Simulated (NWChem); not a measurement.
ZnH$_{2}$SeO; SMILES [OH][Zn][SeH]

```xyz
5

Zn    -0.3403     0.6998    -0.0002
O     -0.6918     2.4400    -0.0001
H      0.0740     3.0221     0.0010
Se    -0.0816    -1.5691    -0.0007
H      1.3847    -1.4224     0.0048
```
Atoms are numbered in this order, from 1.

This is a stationary point of PBE0/def2-SVP (NWChem), point group Cs. This build's default masses of Se (78.918 u) and Br (79.917 u) are each other's, which moves their modes by up to 0.6 %.

**Question.** Is it a minimum? If not, what does it relax to?

**Answer.** No. It has an imaginary frequency of 146i cm⁻¹. Following that mode (on a finer grid) lowers the energy by 0.5 kcal/mol and ends, with real frequencies alone, at point group C1:
```xyz
5

Zn    -0.0187     0.8741     0.0035
O     -0.2219     2.6192    -0.2475
H      0.0245     3.1720     0.5006
Se     0.1740    -1.3893     0.1943
H      1.5401    -1.3464    -0.3549
```
